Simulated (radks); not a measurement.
Values are calculated unless marked as measured or tabulated.
All-electron atom: La+ in [Xe] 5d2 (the NIST ground configuration).

Code: a radial shooting solver on a logarithmic mesh with Libxc functionals. Model: scalar-relativistic Kohn-Sham, PBEsol, spin-polarised, spherical densities, finite nucleus; open shells are filled with parallel spins first (spin-orbit coupling, left out, can overturn this in heavy ions); Fermi nuclear charge, rms radius 4.855 fm.

Energy parts (Ry):
| part | energy |
|---|---|
| total | -16978.8616 |
| kinetic | 17956.7596 |
| electron-nucleus | -41079.9943 |
| Hartree | 6543.9267 |
| exchange-correlation | -399.5536 |

Orbitals (lengths in bohr, moments of r in powers of bohr; r(max) is where P^2 peaks):
orbital  occ.  eigenvalue (Ry)      <r^4>   r(max)
1s up       1        -2846.901  1.920e-06  0.01608
1s down     1        -2846.901  1.920e-06  0.01608
2s up       1        -453.4539  0.0003190  0.09098
2s down     1        -453.4500  0.0003190  0.09098
2p up       3        -406.5282  0.0002327  0.07314
2p down     3        -406.5253  0.0002327  0.07314
3s up       1        -97.18195    0.01310   0.2605
3s down     1        -97.18009    0.01310   0.2605
3p up       3        -82.19525    0.01369   0.2549
3p down     3        -82.19320    0.01369   0.2549
3d up       5        -60.63945    0.01147   0.2101
3d down     5        -60.63632    0.01147   0.2101
4s up       1        -19.82625     0.3394   0.6083
4s down     1        -19.82057     0.3395   0.6083
4p up       3        -14.95068     0.4467   0.6354
4p down     3        -14.94555     0.4467   0.6355
4d up       5         -7.89472     0.7632   0.6718
4d down     5         -7.88953     0.7609   0.6719
5s up       1         -3.15411      11.24    1.412
5s down     1         -3.11237      10.88    1.406
5p up       3         -1.95625      21.84    1.596
5p down     3         -1.89616      20.91    1.585
5d up       2         -0.56012      166.0    2.255
5d down     0         -0.46928      170.1    2.213

The highest occupied level is 5d up at -7.621 eV. Spin moment in Bohr magnetons: 2. The density falls to 0.001 e/bohr^3 at r = 4.39 bohr. For comparison, the ionisation energy in NIST's Atomic Spectra Database is 11.185 eV (measured). In exact Kohn-Sham theory the highest level is minus the ionisation energy, but local and semilocal functionals leave it too shallow, through self-interaction and a potential that decays too fast; potentials with the right tail come closer. The spin density at the nucleus is -2.980 e/bohr^3 (1s -0.001, 2s -0.163, 3s -0.034, 4s 0.245, 5s -3.027). The electron density at the nucleus is 3.642e+05 e/bohr^3 (large components only). Summed over all electrons, <r^2> = 59.79 bohr^2, which gives a Langevin (diamagnetic) susceptibility term of -47.4 x 10^-6 cm^3/mol.
